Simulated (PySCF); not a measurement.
## How methods differ on the excitation energy of Zn²⁺

Zn²⁺ [Ar] 3d10 (1S) → Zn²⁺ [Ar] 3d9 4p1 (high-spin determinant), as a difference of total energies. All numbers are calculated (PySCF 2.14, a scalar-relativistic core potential, in aug-cc-pVTZ-PP with ECP10MDF (6s6p5d3f2g, 88 functions)). Correlated levels: valence: 3s2 3p6 frozen. The calculations carry no spin-orbit coupling.

| method | excitation energy (eV) |
| --- | --- |
| UHF | 15.294 |
| LDA | 17.355 |
| PBE | 16.724 |
| PBE0 | 16.625 |
| r2SCAN | 16.269 |
| r2SCANh | 16.281 |
| CAM-B3LYP | 16.645 |
| BLYP | 16.501 |
| B3LYP | 16.535 |
| MP2 (valence) | 17.778 |
| SCS-MP2 (valence) | 17.553 |

**Question.** How much does correlation contribute at MP2 (valence)?

**Answer.** 17.778 − (15.294) = 2.484 eV, measured against UHF.

The determinant of the upper state mixes LS terms, which raises its energy above the lowest term, most at the Hartree-Fock and MP2 levels.
